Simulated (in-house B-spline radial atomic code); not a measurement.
Configurations of As²⁺, with energies counted from [Ar] 3d10 4s2 4p1. Method: non-relativistic B3LYP, spin-polarised, spherical fractional occupations, exact exchange averaged over the configuration, point nucleus. Calculated with an all-electron radial atomic-structure program (B-spline basis). Shells without spins written out take the highest spin.

Occupations are held fixed; configurations that lie above the ionisation limit could autoionise.

```
        configuration  E - E(ref) (eV)  highest orbital  its <r> (bohr)
    [Ar] 3d10 4s1 4p2           8.1551            4p up           2.104
    [Ar] 3d10 4s2 5d1           19.747            5d up           6.614
[Ar] 3d10 4s1 4p1 5d1           29.155            5d up           6.509
[Ar] 3d10 4s1 4p1 4f1           29.536            4f up           5.439
 [Ar] 3d9 4s2 4p1 4f1           66.608            4f up           5.362
```

Task: Order these further configurations by energy, lowest first.
A. [Ar] 3d9 4s2 4p1 5d1
B. [Ar] 3d10 4s2 4f1
C. [Ar] 3d10 4s1 4p1 5f1
D. [Ar] 3d10 4s1 4p1 5s1
E. [Ar] 3d10 4s2 5p1

Result: E (15.782 eV), B (20.055 eV), D (22.267 eV), C (32.199 eV), A (66.1 eV).

Task: How far above the reference does [Ar] 3d10 4s2 4d1 lie?

Result: 13.181 eV; its least bound orbital is 4d up with <r> = 3.246 bohr.
